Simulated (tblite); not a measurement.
Isomers of C5H5NO. Method: GFN2-xTB as coded in tblite; computed harmonic values from a numerical Hessian at the method's own geometry, unscaled. Against measured fundamentals such values can be off by several per cent, at times by over 20. One conformer each.

Electronic energies: GFN2-xTB at the same geometries; isomer energies are rough at this level and their order can be wrong.

| SMILES | electronic energy, lowest = 0 (kcal/mol) |
| --- | --- |
| C#C/C(C=O)=C\N | 18.0 |
| N#C/C=C/C=C/O | 5.8 |
| CC(=O)/C=C/C#N | 0.0 |
| N#CC/C=C/C=O | 7.1 |

**Question.** How do GFN2-xTB zero-point energies change the relative energies?

**Answer.** 
```tsv
SMILES	ZPE (kcal/mol)	of it from modes above 1550 cm⁻¹	electronic (kcal/mol)	with ZPE, lowest = 0 (kcal/mol)	lowest mode (cm⁻¹)	rings
CC(=O)/C=C/C#N	53.9	30.0	0.0	0.0	78	0
N#C/C=C/C=C/O	54.0	30.6	5.8	5.8	91	0
N#CC/C=C/C=O	53.9	29.5	7.1	7.1	42	0
C#C/C(C=O)=C\N	53.0	31.2	18.0	17.1	117	0
```

The zero-point energies span 1.0 kcal/mol, from `C#C/C(C=O)=C\N` to `N#C/C=C/C=C/O`. The order is unchanged.

**Question.** What do entropy and thermal enthalpy add at 298.15 K and 1 bar (rigid rotor, harmonic oscillator, one conformer each)?

**Answer.** 
```csv
SMILES,point group,symmetry number,S (cal/(mol K)),H − H(0) (kcal/mol),ZPE + H − H(0) − TS (kcal/mol)
CC(=O)/C=C/C#N,Cs,1,86.6,5.44,33.5
N#C/C=C/C=C/O,Cs,1,84.5,5.32,34.1
N#CC/C=C/C=O,C1,1,86.3,5.29,33.4
C#C/C(C=O)=C\N,Cs,1,86.8,5.69,32.8
```
